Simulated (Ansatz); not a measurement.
Reaction (substitution at a C–O bond): `C[O][Ta](=[O])([F])[F]` + `C[S][Ge][OH]` → `C[O][Ge][S]C` + `[O]=[Ta]([OH])([F])[F]`

Computed with Ansatz on PBE0-D4/def2-TZVP structures; ΔE is electronic, products minus reactants. CCSD(T)/CBS adds triple-zeta CCSD(T) − MP2 to the extrapolated MP2 energy (def2 sets, frozen cores). DFT in def2-TZVPP. B3LYP here is the variant with VWN-RPA as its local correlation; programs differ in this. def2 core potentials past Kr. For Ge, Ta outer-core shells are correlated without core-valence functions, which leaves a few kJ/mol of doubt a bond. Scalar relativity is left out up to krypton. One conformer a species, not always the lowest.

```csv
level,ΔE (kJ/mol),difference from CCSD(T)/CBS
PBE-D4,11.2,-2.5
r2SCAN-D4,11.7,-2.0
PBE0-D4,12.1,-1.6
B3LYP-D4,12.0,-1.7
ωB97X-V,12.8,-0.9
ωB97M-V,12.4,-1.3
B2PLYP,14.2,0.5
PBE,12.7,-1.0
r2SCAN,12.2,-1.5
PBE0,13.4,-0.3
B3LYP,14.3,0.6
HF/def2-TZVPP,17.7,4.0
MP2/def2-TZVPP,14.7,1.0
SCS-MP2/def2-TZVPP,15.4,1.7
CCSD/def2-TZVPP,14.2,0.5
CCSD(T)/def2-TZVPP,13.5,-0.2
HF/def2-QZVPP,18.2,4.5
MP2/def2-QZVPP,15.0,1.3
SCS-MP2/def2-QZVPP,15.7,2.0
HF/CBS(def2),18.3,4.6
MP2/CBS(def2),15.0,1.3
CCSD/CBS(def2),14.4,0.7
CCSD(T)/CBS,13.7,0
```

Largest T1 diagnostic among the species: 0.020.
